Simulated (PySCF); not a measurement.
Stepwise substitution at one centre (Ga OH-H). Gas-phase values, no solvent. One relaxed conformer stands for each flexible species; it need not be the lowest. Strings in code marks are SMILES.

The HOMO from two functionals at the same geometries (CAM-B3LYP-D3(BJ)/def2-TZVP), both in PySCF: PBE-D3(BJ)/def2-TZVP and CAM-B3LYP-D3(BJ)/def2-TZVP. 

```csv
species,CAM-B3LYP-D3(BJ)/def2-TZVP (eV)
0 of 3 OH replaced by H (`[OH][Ga]([OH])[OH]`),-10.43
1 of 3 OH replaced by H,-10.27
2 of 3 OH replaced by H (`[OH][GaH2]`),-9.95
3 of 3 OH replaced by H (`[GaH3]`),-10.01
```

**Question.** What does PBE-D3(BJ)/def2-TZVP give for each?

**Answer.** 
- 0 of 3 OH replaced by H (`[OH][Ga]([OH])[OH]`): -7.17
- 1 of 3 OH replaced by H: -7.06
- 2 of 3 OH replaced by H (`[OH][GaH2]`): -7.14
- 3 of 3 OH replaced by H (`[GaH3]`): -7.35
Over these rows, drawn at random from the members with no instability flagged (it was tested for open shells, ions and some series alone), PBE minus CAM-B3LYP-D3(BJ): mean +2.99 eV, from +2.66 eV to +3.26 eV.
